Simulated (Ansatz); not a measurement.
GaH7OSi2, SMILES `O[SiH]([SiH3])[GaH2]`, relaxed with RKS PBE0-D4/def2-TZVP in Ansatz from a GFN2-xTB geometry. The force threshold is 0.005 eV/Å; the program also tests the step.

Total charge 0; spin multiplicity 1.

Start:

```xyz
11

O     0.637    1.844    0.127
Si    0.676    0.211    0.302
Si    0.239   -0.487   -1.876
Ga   -1.059   -0.436    1.884
H     0.745    2.453    0.853
H     2.023   -0.138    0.834
H     0.504    0.509   -2.914
H    -1.184   -0.857   -1.968
H     1.012   -1.683   -2.225
H    -2.350    0.462    2.355
H    -1.244   -1.876    2.629
```

(1) By how much does the energy fall, and how many steps does the optimiser take? (Estimate.)

(2) Which bonds change most? (Estimate.)

(3) Give the relaxed structure. (An estimate is asked.)

## Answers

(1) Ansatz gave: 24.56 kJ/mol, in 16 steps, 1 of them rejected.

(2) The calculation gave: Ga4–H10 from 1.641 to 1.577 Å; Ga4–H11 from 1.632 to 1.574 Å; Si3–H7 from 1.463 to 1.488 Å; Si3–H9 from 1.466 to 1.489 Å.

(3) Computed: 
```xyz
11

O     0.444    2.053    0.084
Si    0.564    0.405    0.276
Si    0.229   -0.546   -1.836
Ga   -0.974   -0.520    1.894
H     0.327    2.579    0.876
H     1.947    0.021    0.710
H     1.146    0.028   -2.857
H    -1.174   -0.343   -2.290
H     0.478   -2.010   -1.730
H    -1.860    0.409    2.811
H    -1.127   -2.077    2.062
```
